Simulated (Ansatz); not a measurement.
Consider the ligand exchange at the Si–O bond: `F[Si](F)(F)O[Si](Cl)(Cl)Cl` + `S[SiH2]Cl` → `Cl[SiH2]S[Si](Cl)(Cl)Cl` + `O[Si](F)(F)F`.

Calculated with Ansatz (gas phase, PBE0-D4/def2-TZVP geometries, no zero-point term in ΔE). CCSD(T)/CBS adds triple-zeta CCSD(T) − MP2 to the extrapolated MP2 energy (def2 sets, frozen cores). Functionals use def2-TZVPP. B3LYP here is the variant with VWN-RPA as its local correlation; programs differ in this. Each species was taken in one conformer, which may not be the lowest.

Q: Is it downhill or uphill in electronic energy at CCSD(T)/CBS, and by how much? (An estimate is asked.)

A: Ansatz gave: Uphill: ΔE = +54.4 kJ/mol.

Q: What do these levels give: PBE-D4, PBE0-D4, B3LYP-D4, r2SCAN, PBE0, B3LYP, HF/def2-TZVPP, SCS-MP2/def2-TZVPP, CCSD/def2-TZVPP, HF/def2-QZVPP, MP2/CBS(def2), CCSD/CBS(def2)? (Estimate.)

A: Computed: PBE-D4 39.1, PBE0-D4 45.9, B3LYP-D4 57.7, r2SCAN 55.8, PBE0 51.6, B3LYP 68.7, HF/def2-TZVPP 91.5, SCS-MP2/def2-TZVPP 59.6, CCSD/def2-TZVPP 67.3, HF/def2-QZVPP 94.8, MP2/CBS(def2) 43.6, CCSD/CBS(def2) 61.1 kJ/mol.

Largest T1 diagnostic among the species: 0.011.

In def2-TZVPP, CCSD(T) changes the Hartree–Fock value by −30.8 kJ/mol (the triples alone add −6.6 kJ/mol) and MP2 by −41.6 kJ/mol. From PBE to PBE0 (25 % exact exchange), in def2-TZVPP and without D4, ΔE moves by +6.1 kJ/mol. The D4 term adds −10.9 kJ/mol with B3LYP and −5.7 kJ/mol with PBE0; it sums over pairs of atoms, weighted by their polarisabilities, and B3LYP, whose exchange is more repulsive, gets the larger term.
